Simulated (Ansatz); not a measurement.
This Ansatz (a quantum-chemistry and plane-wave program) input (B2PLYP/STO-3G) gives -37.30786 Eh with 5 basis functions. A basis named .json is the Basis Set Exchange file of that set (core-valence sets with the plain set on hydrogen).

Ansatz 0.2 input:
```yaml
crystal:
  periodic: [false, false, false]
  atoms:
    - {symbol: C, position_ang: [0.00000000, 0.00000000, 0.00000000]}
basis:
  gaussian:
    orbitals: STO-3G
hamiltonian:
  xc: {name: B2PLYP}
magnetization: {spin_polarized: true, initial_magnetization: 2}
correlation: {electrons: outside_noble_gas}
scf: {lower_state_search: full}
```

Change:
```diff
- orbitals: STO-3G
+ orbitals: pcseg-4.json
```

Q: What does the run give now?

A: -37.83059 Eh (B2PLYP/pcseg-4, 101 functions), a change of -522.73 mEh.
